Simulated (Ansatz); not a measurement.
CuTe₂⁻, relaxed as a singlet with RKS PBE-D4/def2-TZVPD in Ansatz, starting from the PBE-D4/def2-TZVP geometry of the neutral doublet. Force threshold 0.02 eV/Å.

In the def2 sets Te takes a core potential; there is no spin–orbit coupling. The highest occupied level of the relaxed charge -1 singlet lies above zero (up to 0.10 eV). By energy differences its removal costs 2.12 eV (each at its own geometry, to the charge 0 doublet, at PBE-D4/def2-TZVPD); the vertical value is larger still, so the positive level points to self-interaction error. The relaxation made no stability test and no search for a lower SCF solution. No other spin state of charge -1 was run. The structure comes from a short search, and lower isomers may exist.

Start:

Cartesian coordinates in Å:
```
Cu -0.941 -0.503 -0.822
Te 0.434 -0.930 1.176
Te 0.507 1.433 -0.354
```

Problem. Estimate the energy that the relaxation releases and the steps that it takes.

Solution. 10.7 kJ/mol, in 5 steps; 15 s on 2 threads of Arm Neoverse V2 on a shared host. No frequencies were taken in this run, so the end may be a saddle point.

Problem. Does the start keep its bonding and symmetry?

Solution. By distances, no bond broke or formed. The bond that changes most is Te2–Te3, from 2.82 to 3.06 Å (atoms count from 1). Point group C2v at the start, C2v at the end, both within 0.05 Å.

Problem. Predict the relaxed structure.

Solution. 
```xyz
3

Cu   -0.885   -0.473   -0.773
Te    0.403   -1.047    1.217
Te    0.482    1.520   -0.444
```
Bond lengths: 2 × Cu–Te 2.44 Å; 1 × Te–Te 3.06 Å.
